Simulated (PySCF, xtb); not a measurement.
C2H5OS, SMILES [CH2]S(C)=O, multiplicity 2.

Harmonic wavenumbers (cm⁻¹) from GFN2-xTB run with xtb at its own minimum, in rising order: 141, 223, 258, 312, 385, 569, 653, 762, 839, 861, 878, 1137, 1257, 1329, 1426, 1438, 3059, 3076, 3087, 3104, 3161.

### Question
What does PySCF with PBE-D3(BJ)/def2-SVP give at its own minimum? (Estimate from the structure and the level; the computed values follow.)

### Answer
190, 202, 263, 301, 350, 530, 596, 696, 827, 889, 913, 1112, 1225, 1295, 1366, 1382, 2985, 3064, 3117, 3125, 3204. Paired by order, the mean absolute difference is 35 cm⁻¹ and the zero-point energies are 40.0 and 39.5 kcal/mol.
